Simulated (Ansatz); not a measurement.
One change: `ClC[SiH2][SnH3]` becomes `C[SiH2][SnH3]`.

Ansatz, PBE0-D4/def2-TZVP geometries, multiplicity 1. Each molecule was computed in one conformer, which needn't be the lowest.

Elements past krypton have def2 core potentials.

| property | `ClC[SiH2][SnH3]` |
| --- | --- |
| ideal-gas entropy at 298 K and 1 bar (rigid rotor, harmonic PBE0-D4/def2-TZVP) / J/(mol·K) | 386 |
| HOMO energy (PBE0/def2-TZVPP) / eV | -7.96 |
| LUMO energy (PBE0/def2-TZVPP) / eV | -0.35 |
| HOMO–LUMO gap (PBE0/def2-TZVPP) / eV | 7.61 |
| HOMO–LUMO gap (ωB97M-V/def2-TZVPP) / eV | 11.23 |
| zero-point energy (PBE0-D4/def2-TZVP) / kJ/mol | 172.7 |

What does the change do to each property? (An estimate is asked.)

Ansatz gave: 
| property | `C[SiH2][SnH3]` | shift |
| --- | --- | --- |
| ideal-gas entropy at 298 K and 1 bar (rigid rotor, harmonic PBE0-D4/def2-TZVP) / J/(mol·K) | 355 | -31 |
| HOMO energy (PBE0/def2-TZVPP) / eV | -7.68 | 0.28 |
| LUMO energy (PBE0/def2-TZVPP) / eV | -0.02 | 0.33 |
| HOMO–LUMO gap (PBE0/def2-TZVPP) / eV | 7.66 | 0.05 |
| HOMO–LUMO gap (ωB97M-V/def2-TZVPP) / eV | 11.14 | -0.09 |
| zero-point energy (PBE0-D4/def2-TZVP) / kJ/mol | 193.6 | 20.9 |

With PBE0 the HOMO rises by 0.28 eV and the LUMO rises by 0.33 eV, so the gap widens by about 0.05 eV. PBE moves the HOMO by 0.22 eV and ωB97M-V by 0.29 eV. Modes under 60 cm⁻¹, often nearly free rotors, make the harmonic entropy too high.
